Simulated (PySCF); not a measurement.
**[Pb(BH4)3]− at several levels of theory**

Computed with PySCF 2.14.0 (density fitting, no spin-orbit coupling) at the geometry relaxed with PBE0:

```xyz
16
[Pb(BH4)3]− (singlet; a saddle point, relaxed within its symmetry)
Pb    0.0000    0.0000    0.0000
B     2.6715    0.0258    0.0000
H     3.8959   -0.0412    0.0000
H     2.2041   -0.5603    1.0089
H     2.2041   -0.5603   -1.0089
H     2.2905    1.2092    0.0000
B    -1.3581    2.3007    0.0000
H    -1.9123    3.3946    0.0000
H    -0.6168    2.1890    1.0089
H    -0.6168    2.1890   -1.0089
H    -2.1925    1.3791    0.0000
B    -1.3134   -2.3265    0.0000
H    -1.9836   -3.3534    0.0000
H    -1.5873   -1.6287    1.0089
H    -1.5873   -1.6287   -1.0089
H    -0.0981   -2.5883    0.0000
```

```
level                                           basis    state  HOMO (eV)  gap (eV)  charge on Pb1 (e)  dipole about the centre of mass (D)  largest force component (eV/Å)
 PBE0  Pb def2-SVP with ECP60, B def2-SVP, H def2-SVP  singlet      -3.67      5.09               0.70                                 0.00                            0.00
```

Charges are Mulliken's, which hang on the basis. The relaxation used the grid (50, 194), these runs (75, 302) or, all-electron (x2c bases, spin-free X2C Hamiltonian), (99, 590).

Question: A further run in the first row's basis gives HOMO (eV) -2.81, gap (eV) 3.71, charge on Pb1 (e) 0.67, dipole about the centre of mass (D) 0.00, largest force component (eV/Å) 0.04. Which level was it?
A. r2SCAN
B. BP86

Answer: A. The others give HOMO -2.63 eV (BP86).

In the first row's basis the gap widens with exact exchange: 3.4 to 3.7 eV for BP86, r2SCAN (none); 5.1 eV for PBE0 (a fixed share).
